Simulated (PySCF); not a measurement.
A run for PySCF: R-MP2/6-31G* on C2H6Se (SMILES CC[SeH]), a point of a torsion scan.

```python
from pyscf import gto, scf, dft, mp
from pyscf.data.elements import chemcore

mol = gto.M(
    atom='''
    C    -0.84013824    0.53282363    0.06338119
    C     0.05010399   -0.68641746   -0.07893330
    Se    1.05154023   -0.71687583   -1.78434632
    H    -1.76519580    0.40574741   -0.49522554
    H    -0.33360517    1.43069019   -0.28201288
    H    -1.10364479    0.67047368    1.11135271
    H     0.83681421   -0.69001733    0.67831831
    H    -0.51115963   -1.61795791   -0.00581275
    H    -0.12340988   -0.69580778   -2.62802080
    ''',
    basis='6-31g*',
    cart=True,
    charge=0, spin=0, verbose=3, max_memory=1800)
mf = scf.RHF(mol)
mf.conv_tol = 1e-8
mf.max_cycle = 100
mf.kernel()
if not mf.converged:
    mf = mf.newton().run(mf.mo_coeff, mf.mo_occ)
pt = mp.MP2(mf, frozen=chemcore(mol)).run()
```

The log:

```
converged SCF energy = -2478.76036834445
E(RMP2) = -2479.28956266649  E_corr = -0.529194322045258
E(SCS-RMP2) = -2479.27019281698  E_corr = -0.509824472531368
```

The calculation finished and met its thresholds.

Cost: very roughly 1.8 core-seconds.
